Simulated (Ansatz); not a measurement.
CH3AlZn, SMILES `[CH2]1[AlH][Zn]1` at its PBE0-D4/def2-TZVP geometry, where that method's forces vanish. Charge 0, multiplicity 1.

```xyz
6

C     0.1905   -0.7135   -0.2580
Al   -0.7181    0.8252    0.3552
Zn    1.4937    1.0656   -0.6845
H     0.0670   -1.7027    0.1956
H     0.2653   -0.8207   -1.3497
H    -1.2984    1.3460    1.7414
```

Problem. What forces (eV/Å) does ωB97M-V/def2-TZVPP give on these atoms in the Gaussian-basis code of Ansatz? (Best estimate.)

Solution. Computed: 
```
C1  -0.113  0.036 -0.010
Al2  0.101 -0.141  0.160
Zn3 -0.052  0.015  0.010
H4  -0.001  0.096 -0.043
H5   0.010  0.018  0.086
H6   0.055 -0.025 -0.203
```
